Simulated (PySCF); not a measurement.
Input file for PySCF: R-B3LYP/6-31G* on BrGeH3O (SMILES [OH][GeH2][Br]), a point of a torsion scan.

```python
from pyscf import gto, scf, dft, mp
from pyscf.data.elements import chemcore

mol = gto.M(
    atom='''
    O     1.25739310    0.20312150   -0.44777685
    Ge   -0.31703314   -0.31262996    0.04878883
    Br   -1.76378752    0.57668810   -1.44462542
    H     1.81876411    0.72572770    0.11805296
    H    -0.65509659    0.20647388    1.42612743
    H    -0.34946853   -1.80625229   -0.10051397
    ''',
    basis='6-31g*',
    cart=True,
    charge=0, spin=0, verbose=3, max_memory=1800)
mf = dft.RKS(mol, xc='b3lyp')
mf.conv_tol = 1e-8
mf.max_cycle = 100
mf.kernel()
if not mf.converged:
    mf = mf.newton().run(mf.mo_coeff, mf.mo_occ)
```

Program output:

```
converged SCF energy = -4727.72030026414
```

The calculation finished and met its thresholds.

Cost: roughly 11 core-seconds.
